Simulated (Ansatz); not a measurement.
```yaml
crystal:
  periodic: [false, false, false]
  atoms:
    - {symbol: C, position_ang: [-0.332087, 2.680218, 0.670197]}
    - {symbol: S, position_ang: [-0.397417, 1.191380, -0.368756]}
    - {symbol: C, position_ang: [0.046374, 1.861093, -1.994398]}
    - {symbol: C, position_ang: [-2.196242, 0.982794, -0.509424]}
    - {symbol: C, position_ang: [-2.671254, -0.133111, 0.201296]}
    - {symbol: C, position_ang: [-4.046804, -0.410706, 0.197704]}
    - {symbol: C, position_ang: [-4.928152, 0.414771, -0.517495]}
    - {symbol: C, position_ang: [-4.440737, 1.525154, -1.228170]}
    - {symbol: C, position_ang: [-3.069204, 1.818437, -1.225035]}
    - {symbol: H, position_ang: [-0.493060, 2.305112, 1.697442]}
    - {symbol: H, position_ang: [0.707702, 3.042845, 0.583933]}
    - {symbol: H, position_ang: [-1.093816, 3.412766, 0.344547]}
    - {symbol: H, position_ang: [1.146041, 1.965820, -1.934215]}
    - {symbol: H, position_ang: [-0.228085, 1.097013, -2.745159]}
    - {symbol: H, position_ang: [-0.446689, 2.827362, -2.208833]}
    - {symbol: H, position_ang: [-1.955020, -0.765164, 0.750474]}
    - {symbol: H, position_ang: [-4.428989, -1.279650, 0.754016]}
    - {symbol: H, position_ang: [-6.006028, 0.192773, -0.523633]}
    - {symbol: H, position_ang: [-5.134393, 2.169405, -1.789445]}
    - {symbol: H, position_ang: [-2.694485, 2.692020, -1.779523]}
    - {symbol: O, position_ang: [0.705364, 0.220845, 2.000303]}
    - {symbol: S, position_ang: [2.089948, 0.413370, 1.436786]}
    - {symbol: O, position_ang: [3.115635, 0.904637, 2.386865]}
    - {symbol: O, position_ang: [2.057713, 1.193186, 0.120939]}
    - {symbol: C, position_ang: [2.635947, -1.248025, 0.947035]}
    - {symbol: C, position_ang: [3.842839, -1.743634, 1.462659]}
    - {symbol: C, position_ang: [4.312945, -3.018341, 1.117943]}
    - {symbol: C, position_ang: [3.549294, -3.796833, 0.240433]}
    - {symbol: F, position_ang: [3.980498, -5.023548, -0.105890]}
    - {symbol: C, position_ang: [2.338355, -3.336771, -0.293395]}
    - {symbol: C, position_ang: [1.898319, -2.060995, 0.071952]}
    - {symbol: F, position_ang: [0.729854, -1.629175, -0.447659]}
    - {symbol: H, position_ang: [4.400174, -1.088383, 2.148831]}
    - {symbol: H, position_ang: [5.256509, -3.416305, 1.516713]}
    - {symbol: H, position_ang: [1.748950, -3.960351, -0.979050]}
basis:
  gaussian: {orbitals: cc-pVDZ}
total_charge: -1
magnetization: {spin_polarized: false, initial_magnetization: 1}
hamiltonian: {xc: {name: PBE}}
correlation: {method: rpa}
scf: {lower_state_search: off}
```

```sh
$ ansatz run in.yaml --threads 2 --pin off --events-out ev --progress --plain --max-ram 32768MiB --backend cuda --devices 0, --max-vram 18GiB
```

It prints (some lines left out):

```
Functional definition: PBE
3473 factors; integrals over basis functions are off by at most 1.2e-3 eV
mean field evaluation 1: about -47909.4355 eV, gradient 1.3e2 eV
mean field evaluation 2: about -47909.3893 eV, gradient 1.3e2 eV
mean field evaluation 4: about -47769.9497 eV, gradient 2.0e2 eV
mean field evaluation 8: about -47949.7488 eV, gradient 1.7e1 eV
mean field evaluation 16: about -47950.5310 eV, gradient 5.3e0 eV
mean field -47950.70162051 eV, -1762.1557824007 hartree, gradient 3.4e-6 eV, S^2 0.750000; 0 other end points of the search recorded, 0 dependent functions left out
29 core orbitals not correlated: weight in the atoms' cores, before any rotation towards them, 1.000 or more for the frozen orbitals, at most 0.000 for the correlated occupied ones
reference -47795.67094346 eV, -1756.4585101028 hartree; 58, 57 occupied and 285, 286 virtual orbitals, 3473 factors
Total energy: -47924.79266811 eV, -1761.2036459618 hartree
Checks for a lower state left out: stability, starts, cluster_reference, orbital_swaps, neighbouring_geometries, increment
```

Run time 22 s (2 threads of AMD EPYC 7R13 on a shared host and a share (18 GiB) of an NVIDIA H100 80GB HBM3), peak host memory 1.9 GiB.

Correlated methods freeze 29 core orbitals. The highest occupied level of an anion often lies above zero with these methods, and sets without diffuse functions describe the outer electron poorly.

With spin_polarized false and unpaired electrons the run is restricted open-shell.
